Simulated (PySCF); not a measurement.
Species: 1-phenyl-1-cyclobutene, C10H10.
Geometry (PBE0-D3(BJ)/def2-SVP, Å), atoms numbered from 1 in this order:
```
atom  x, y, z in Å
C1    -1.8777    0.8281    1.1144
C2    -1.0983    0.2151    0.1961
C3     0.3296   -0.0191    0.0343
C4     1.2603    0.4431    0.9800
C5     2.6196    0.2115    0.8090
C6     3.0801   -0.4870   -0.3099
C7     2.1678   -0.9511   -1.2555
C8     0.8051   -0.7192   -1.0845
C9    -2.2729   -0.1778   -0.6744
C10   -3.1631    0.5314    0.3879
H11   -1.6664    1.3536    2.0497
H12    0.9063    0.9902    1.8571
H13    3.3304    0.5779    1.5538
H14    4.1493   -0.6680   -0.4423
H15    2.5198   -1.4983   -2.1333
H16    0.0924   -1.0845   -1.8280
H17   -2.2939    0.2782   -1.6778
H18   -2.4459   -1.2617   -0.7771
H19   -3.8734   -0.1283    0.9144
H20   -3.7201    1.4083    0.0165
```

Jobs on this species (20 atoms, 70 electrons) with PySCF (density fitting). Hardware of each: one thread, Arm Neoverse V1, no GPU (shared host). Times come from a shared host and carry two figures at best.

```json
{"level and settings": "PBE0-D3(BJ)/def2-SVP, grid level 1", "work": "geometry optimisation from a GFN2-xTB start", "basis functions": "190", "SCF cycles": "?", "wall time": "?"}
{"level and settings": "PBE0/pcSseg-1, IEF-PCM chloroform", "work": "shieldings, ring-centre shieldings, charges and field gradients", "basis functions": "220", "SCF cycles": "13", "wall time": "42 s"}
{"level and settings": "PBE0/pcSseg-1, IEF-PCM cyclohexane", "work": "shieldings, ring-centre shieldings", "basis functions": "220", "SCF cycles": "14", "wall time": "41 s"}
```

Problem. Fill in the missing figures.

Solution. 
- PBE0-D3(BJ)/def2-SVP, grid level 1; geometry optimisation from a GFN2-xTB start: 94 s, 33 SCF cycles

Problem. What do all jobs in the table cost together?

Solution. About 3.0 min; the longest takes about 53 % of that, and about 2.3 times as long as the shortest.
